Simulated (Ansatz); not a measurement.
Molecule: C5H10Cl, charge 0, multiplicity 2. It need not be the lowest isomer of its formula. SMILES: [CH2]CC[C@H](C)Cl
Geometry from a B3LYP-D3(BJ)/def2-TZVP (Ansatz, a program for electronic structure) optimisation:
```
C
H 1 1.0936
H 1 1.0953 2 106.69
C 1 1.5192 2 108.93 3 -115.23
H 4 1.0898 1 110.20 2 -173.70
C 4 1.5158 5 110.46 1 125.89
H 6 1.0890 4 111.21 5 56.72
H 6 1.0907 7 108.47 4 -121.98
H 6 1.0930 7 108.51 8 -117.58
C 1 1.5283 2 109.91 3 118.14
H 10 1.0966 1 109.65 2 179.81
H 10 1.1002 11 105.01 1 116.27
C 10 1.4837 11 110.05 12 118.56
H 13 1.0809 10 120.87 11 -37.37
H 13 1.0822 14 117.80 10 171.08
Cl 4 1.8305 5 103.77 1 -117.74
```
Charge 0, spin multiplicity 2.

Wanted: atomisation energy (electronic, to ground-state atoms), in kcal/mol. Correlated levels leave the core frozen unless marked. UHF or UKS for open shells. No spin-orbit coupling. No relativistic terms. The coupled-cluster limit lacks core correlation, which all-electron functionals hold. Basis-set limits of correlation are two-point, X^-3; Hartree-Fock from the larger set. [CCSD(T)-MP2]/basis is that difference in the basis named.

```json
[
 {"level": "revPBE-D3(BJ)/def2-TZVPD", "program": "Ansatz + dftd3", "atomisation energy (kcal/mol)": "1463.9", "minus last row": "-4.6"},
 {"level": "PBE0-D4/def2-TZVP", "program": "Ansatz + dftd4", "atomisation energy (kcal/mol)": "1482.8", "minus last row": "14.3"},
 {"level": "PBE0/def2-TZVP", "program": "Ansatz", "atomisation energy (kcal/mol)": "1476.1", "minus last row": "7.6"},
 {"level": "r2SCANh-D4/def2-TZVPD", "program": "Ansatz + dftd4", "atomisation energy (kcal/mol)": "1471.1", "minus last row": "2.6"},
 {"level": "LC-wPBE/def2-TZVPD", "program": "Ansatz", "atomisation energy (kcal/mol)": "1468.4", "minus last row": "-0.1"},
 {"level": "SCS-MP2/6-31G", "program": "Ansatz", "atomisation energy (kcal/mol)": "1273.4", "minus last row": "-195.1"},
 {"level": "RI-MP2/CBS(cc-pV(T+d)Z,cc-pV(Q+d)Z)+[CCSD(T)-MP2]/cc-pV(T+d)Z", "program": "Ansatz", "atomisation energy (kcal/mol)": "1468.5", "minus last row": "0.0"}
]
```
